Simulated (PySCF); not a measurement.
## One reaction down a group: Si, Ge, Sn

The same gas-phase reaction for Si, Ge, Sn:
- 2 SiO + SF6 → 2 SiF3 + SO + O
- 2 GeO + SF6 → 2 GeF3 + SO + O
- 2 SnO + SF6 → 2 SnF3 + SO + O

Method: PySCF energies plus ideal-gas RRHO corrections (1 bar). † marks an energy on the PBE0/def2-TZVP geometry and frequencies; other levels use their own. MP2 and CCSD(T) freeze the core. Open shells (unrestricted): SiF3 (multiplicity 2), SO (multiplicity 3), O (multiplicity 3, electronic degeneracy 9), GeF3 (multiplicity 2), SnF3 (multiplicity 2); the rest are closed-shell singlets. Spin-orbit splitting is ignored; it lowers the true energy and changes the entropy of O. Sn: scalar-relativistic def2 core potential, no spin-orbit coupling. Ge: all electrons, no relativistic terms. GeF3, SnF3: computed as isolated molecules; such fragments, hydroxides, amides, oligomers or adducts are transient or little studied in the gas. MP2 isn't extrapolated to the basis-set limit. CCSD(T) isn't extrapolated to the basis-set limit. The harmonic model lacks anharmonicity and excited electronic states, which grow with temperature; levels with a mode under 35 cm⁻¹ are left out. Warning, large T1 diagnostic: GeO, SiO, SnO (CCSD(T)/def2-TZVPP†).

ΔH°(298 K) in kJ, by level:

```tsv
level	Si	Ge	Sn
ωB97M-V/def2-TZVP†	-270.4	36.3	4.0
MP2/def2-SVP†	-396.0	-96.1	-90.7
MP2/def2-TZVPP†	-315.1	58.4	127.2
PBE0/def2-TZVP	-346.9	-2.3	-7.3
PBE/def2-TZVP†	-263.6	71.0	57.4
PBE0/def2-SVP†	-368.1	-81.0	-64.0
M06-2X/def2-TZVP†	-364.6	-86.2	-96.1
CCSD(T)/def2-TZVPP†	-351.9	-9.7	18.8
```

At ωB97M-V/def2-TZVP†, ΔH° is not monotonic: it is lowest for Si and highest for Ge, over a range of 306.7 kJ; the steps are +306.7, -32.3 kJ. 4 of the 8 levels shown give the same order; MP2/def2-SVP†, MP2/def2-TZVPP†, PBE0/def2-SVP†, CCSD(T)/def2-TZVPP† order the members differently. The levels scatter most for Sn (223.3 kJ between the highest and the lowest) and least for Si (132.4 kJ). ΔS°(298 K) runs from 234.3 to 259.9 J/K, so TΔS° at 298 K spreads over 7.6 kJ among the members, against 306.7 kJ for ΔH°.

Free energies at ωB97M-V/def2-TZVP†:

```tsv
member	ΔS°(298 K), J/K	ΔG°(298 K), kJ	ΔG°(800 K), kJ	ΔG° changes sign
Si	234.3	-340	-460	none from 298 to 2500 K
Ge	243.8	-36	-163	none from 298 to 2500 K
Sn	259.9	-73	-209	none from 298 to 2500 K
```

The NASA 1993 table, where it holds all species, gives ΔH°(298 K) = -495 kJ for Si; its entries are part measured, part old estimates, and weren't checked at source. After a fit of one offset per element over all species, the range-separated, M06-2X, PBE0/def2-QZVP and CCSD(T)/def2-TZVPP enthalpies, where run, lie to one side of the table for SiF3 (+99 kJ/mol): a fault of the table's entry, another state or a shared error of the levels is possible; this was not checked at source.
